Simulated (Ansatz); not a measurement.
Cost and result for the atomization energy of GeH$_{6}$OSSi (`[OH][GeH]([SiH3])[SH]`) (10 atoms, 9 bonds).

Z-matrix (Å, degrees):
```
Ge
Si 1 2.379
S 1 2.229 2 111.8
O 1 1.785 2 104.9 3 -119.4
H 1 1.543 2 116.9 3 118.2
H 2 1.485 1 108.2 3 52.0
H 2 1.485 1 108.6 3 -66.9
H 2 1.485 1 110.6 3 172.5
H 3 1.343 1 94.3 2 -49.0
H 4 0.961 1 112.1 2 169.6
```

Charge 0, multiplicity 1. Correlated methods include outer-core shells of Ge, which these sets cover unevenly. Scalar relativity is left out up to krypton. All single points use the PBE0-D4/def2-TZVP geometry. It is one conformer, not always the lowest. Program: Ansatz. All runs use 4 threads of an Arm Neoverse V1 on a shared host. Times are those of one run each, without the atoms' runs, and a repeat can differ threefold. Electronic energies, without spin–orbit coupling; frozen cores. CCSD(T)/CBS adds CCSD(T) − MP2 in def2-TZVPP to the MP2 limit, and its time is that of the two runs behind it. T1 = 0.012. With those shells the extrapolation isn't a true limit. B3LYP takes the VWN-RPA correlation (the form of Gaussian; ORCA's B3LYP/G).

CCSD(T)/CBS is a level of theory with its own doubt, some kJ/mol a heavy atom from the limit and from the frozen cores, so smaller differences don't rank the functionals.

| level | functions | wall time |
| --- | --- | --- |
| PBE-D4/def2-TZVPP (with forces) | 247 | 2.8 s |
| PBE0-D4/def2-TZVPP | 247 | 3.6 s |
| r2SCAN-D4/def2-TZVPP (with forces) | 247 | 6 s |
| B3LYP-D4/def2-TZVPP (with forces) | 247 | 6 s |
| B2PLYP/def2-TZVPP | 247 | 6 s |
| ωB97X-V/def2-TZVPP | 247 | 9.5 s |
| ωB97M-V/def2-TZVPP (with forces) | 247 | 14 s |
| MP2/def2-QZVPP | 466 | 25 s |
| CCSD(T)/def2-TZVPP | 247 | 3.1 min |
| CCSD(T)/CBS(def2) | – | 3.5 min |

**Question.** What atomization energy does each give, and how far from CCSD(T)/CBS? (An estimate is asked.)

**Answer.** Ansatz gave: 
| level | atomization (kcal/mol) | difference from CCSD(T)/CBS | per bond |
| --- | --- | --- | --- |
| PBE-D4/def2-TZVPP (with forces) | 716.5 | -4.3 | -0.5 |
| PBE0-D4/def2-TZVPP | 707.3 | -13.5 | -1.5 |
| r2SCAN-D4/def2-TZVPP (with forces) | 718.3 | -2.5 | -0.3 |
| B3LYP-D4/def2-TZVPP (with forces) | 711.9 | -8.9 | -1.0 |
| B2PLYP/def2-TZVPP | 704.2 | -16.6 | -1.8 |
| ωB97X-V/def2-TZVPP | 723.0 | 2.2 | 0.3 |
| ωB97M-V/def2-TZVPP (with forces) | 716.1 | -4.7 | -0.5 |
| MP2/def2-QZVPP | 715.0 | -5.8 | -0.6 |
| CCSD(T)/def2-TZVPP | 701.5 | -19.3 | -2.1 |
| CCSD(T)/CBS(def2) | 720.8 | 0.0 | 0.0 |

In def2-TZVPP, CCSD(T) changes the Hartree–Fock value by +191.7 kcal/mol (the triples alone add +10.4 kcal/mol) and MP2 by +193.9 kcal/mol; breaking electron pairs costs correlation energy, which Hartree–Fock lacks. The D4 term adds +9.1 kcal/mol with B3LYP and +4.8 kcal/mol with PBE0; it sums over pairs of atoms, weighted by their polarisabilities, and B3LYP, whose exchange is more repulsive, gets the larger term. From PBE to PBE0 (25 % exact exchange), in def2-TZVPP and without D4, the atomization energy moves by −8.5 kcal/mol: exact exchange takes away binding that semilocal exchange gives to molecules.
